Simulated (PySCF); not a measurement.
CH10GeOSi2, SMILES [SiH3]O[SiH2][CH2][GeH3], GFN2-xTB optimised geometry.

```
15

Si     2.37     1.11    -2.57
O      2.42     0.06    -1.34
Si     1.84    -0.63     0.00
C     -0.06    -0.63     0.00
Ge    -0.86     1.16     0.00
H      1.23     0.75    -3.43
H      3.65     0.92    -3.24
H      2.21     2.46    -2.02
H      2.35    -2.00    -0.05
H      2.36     0.14     1.13
H     -0.43    -1.18    -0.87
H     -0.41    -1.17     0.88
H     -0.36     2.00     1.13
H     -0.62     1.91    -1.27
H     -2.36     1.07     0.17
```

Density from CAM-B3LYP/def2-TZVP in PySCF at that geometry.

Minimum of the electron density along straight lines between bonded atoms, close to the bond critical point (lines longer than 1.1 times the sum of covalent radii, or with two minima, are not listed):

```tsv
bond	length / Å	ρ at the minimum / e bohr⁻³	∇²ρ there / e bohr⁻⁵	position (fraction from the first atom)
Si1–O2	1.621	0.140	0.93	0.42
O2–Si3	1.618	0.141	0.94	0.59
Si3–C4	1.898	0.118	0.14	0.39
C4–Ge5	1.962	0.124	0.09	0.53
Si1–H6	1.464	0.127	0.17	0.49
Si1–H7	1.459	0.129	0.16	0.49
Si1–H8	1.463	0.128	0.17	0.49
Si3–H9	1.463	0.128	0.16	0.49
Si3–H10	1.464	0.128	0.16	0.49
C4–H11	1.090	0.272	-0.90	0.64
C4–H12	1.090	0.272	-0.89	0.64
Ge5–H13	1.498	0.142	0.09	0.60
Ge5–H14	1.495	0.143	…	0.60
Ge5–H15	1.505	0.140	0.09	0.59
```

**Question.** Fill in the missing entries.

**Answer.** 
- Ge5–H14, ∇²ρ there / e bohr⁻⁵: 0.10
